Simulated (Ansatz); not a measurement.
A run for Ansatz (a first-principles code): U-CCSD(T)/cc-pV(T+d)Z on FHSi (SMILES F[SiH]), a point of a bond scan (R = 3.726 Å). Files ending in .json are basis or fitting sets from the Basis Set Exchange.

Ansatz 0.2 input:
```yaml
crystal:
  periodic: [false, false, false]
  atoms:
    - {symbol: Si, position_ang: [-0.20727404, -0.34538525, 0.44957300]}
    - {symbol: H, position_ang: [-1.00310898, -1.19489806, -0.55576776]}
    - {symbol: F, position_ang: [1.26738678, 1.99007534, -2.05088766]}
basis:
  gaussian:
    orbitals: cc-pV_T+d_Z.json
correlation: {method: ccsd_t, electrons: outside_noble_gas}
scf: {omitted_lower_state_checks: [cluster_reference]}
magnetization: {spin_polarized: true, initial_magnetization: 0}
```

Q: Give the final energy of this run.

A: -389.1715 hartree (reference determinant -388.8461, T1 diagnostic 0.036). Its determinant has ⟨S²⟩ = 1.03, a mixture of spin states.

Q: How many basis functions does it have, and what does it roughly cost on one machine?

A: 83 functions; very roughly 30 core-seconds.
